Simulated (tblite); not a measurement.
Compound: C4H10AlBrO.
SMILES with atom numbers: `[CH3:1]/[CH:2]=[CH:3]\[O+:4]([CH3:5])[AlH2-:6][Br:7]` (hydrogens: H8, H9, H10 on C1; H11 on C2; H12 on C3; H13, H14, H15 on C5; H16, H17 on Al6)
Bond orders are those of one Lewis drawing.

Computed with GFN2-xTB (tblite), gas phase: L-BFGS steps from a force-field or distance-geometry start until the largest atomic force falls under 0.01 eV/Å.

Step 38: E = -624.9783 eV
```
atom  x, y, z in Å  |  force x, y, z in eV/Å
C1      1.8142   -0.9627   -0.4088   -0.016  -0.043   0.082
C2      1.4057   -0.5698    0.9643    0.027   0.044   0.084
C3      0.2911    0.0630    1.2892   -0.121   0.001  -0.087
O4     -0.6729    0.3917    0.3290   -0.095   0.004  -0.043
C5     -0.7075    1.7688   -0.0067    0.060   0.049   0.027
Al6    -1.8361   -0.5642   -0.8351    0.089   0.070  -0.017
Br7    -1.7243   -2.7026   -0.1086    0.023  -0.017   0.008
H8      1.1868   -0.5061   -1.1692   -0.112   0.001  -0.063
H9      1.7351   -2.0423   -0.4948    0.003  -0.143  -0.071
H10     2.8492   -0.6896   -0.5936    0.083   0.019   0.039
H11     2.0675   -0.8499    1.7692    0.084   0.014   0.002
H12     0.0355    0.3437    2.3064   -0.029  -0.006  -0.130
H13    -1.4435    1.8816   -0.8062    0.022  -0.032   0.059
H14    -1.0043    2.3683    0.8559   -0.002   0.025   0.022
H15     0.2719    2.0868   -0.3665    0.029   0.087  -0.003
H16    -3.1229    0.2553   -0.5233   -0.046  -0.069   0.022
H17    -1.1526   -0.2600   -2.2109    0.000  -0.003   0.069
```

Step 39: E = -624.9810 eV
```
atom  x, y, z in Å  |  force x, y, z in eV/Å
C1      1.8141   -0.9644   -0.4078   -0.003  -0.027   0.036
C2      1.4044   -0.5691    0.9644    0.015   0.011   0.036
C3      0.2883    0.0627    1.2863   -0.070  -0.010  -0.065
O4     -0.6757    0.3938    0.3283   -0.077  -0.011  -0.051
C5     -0.7062    1.7709   -0.0065    0.044   0.057   0.024
Al6    -1.8352   -0.5650   -0.8333    0.044   0.095  -0.022
Br7    -1.7238   -2.7019   -0.1081    0.027  -0.042   0.019
H8      1.1888   -0.5050   -1.1702   -0.093  -0.026  -0.037
H9      1.7371   -2.0450   -0.4973   -0.005  -0.101  -0.056
H10     2.8500   -0.6897   -0.5897    0.065   0.010   0.036
H11     2.0678   -0.8502    1.7675    0.068   0.024   0.019
H12     0.0367    0.3432    2.3031   -0.055   0.012  -0.088
H13    -1.4428    1.8851   -0.8054    0.029  -0.029   0.056
H14    -1.0032    2.3698    0.8565    0.005   0.028   0.020
H15     0.2744    2.0875   -0.3657    0.014   0.081   0.000
H16    -3.1285    0.2499   -0.5240   -0.018  -0.074   0.021
H17    -1.1532   -0.2607   -2.2078    0.009   0.001   0.053
```

Problem. Estimate the geometry and energy of step 40. (The exact step hangs on the optimiser's Hessian estimate; all steps are aligned on step 39, rigid shifts and turns removed.)

Solution. E = -624.9854 eV, largest force 0.113 eV/Å
```
atom  x, y, z in Å  |  force x, y, z in eV/Å
C1      1.8090   -0.9755   -0.4062    0.039  -0.011  -0.057
C2      1.4014   -0.5673    0.9633    0.002  -0.057  -0.044
C3      0.2841    0.0655    1.2809    0.038  -0.032  -0.009
O4     -0.6835    0.3978    0.3297   -0.016  -0.017  -0.055
C5     -0.7074    1.7756   -0.0030    0.017   0.054   0.019
Al6    -1.8302   -0.5647   -0.8342   -0.026   0.110  -0.008
Br7    -1.7193   -2.7032   -0.1172    0.032  -0.058   0.025
H8      1.1817   -0.5202   -1.1743   -0.043  -0.092   0.037
H9      1.7455   -2.0607   -0.4944   -0.023   0.034  -0.021
H10     2.8448   -0.6899   -0.5870   -0.001  -0.022   0.026
H11     2.0733   -0.8437    1.7620    0.010   0.048   0.029
H12     0.0468    0.3558    2.2969   -0.101   0.034  -0.034
H13    -1.4447    1.8903   -0.8012    0.041  -0.012   0.043
H14    -1.0063    2.3726    0.8607    0.013   0.034   0.022
H15     0.2756    2.0917   -0.3588   -0.024   0.062   0.002
H16    -3.1366    0.2382   -0.5276    0.028  -0.080   0.010
H17    -1.1413   -0.2502   -2.1995    0.014   0.004   0.015
```

The energy changes by -0.0044 eV. The first-order estimate −F·Δx gives -0.0069 eV and the mean of the old and new forces, exact on a quadratic surface, -0.0044 eV. The step makes an angle of 64° with the force vector and moves no atom by more than 0.018 Å.

What follows is the cost of the whole relaxation. Hardware: one thread, Arm Neoverse N1 (aarch64), on a shared host. Cost: 1.4 s wall.
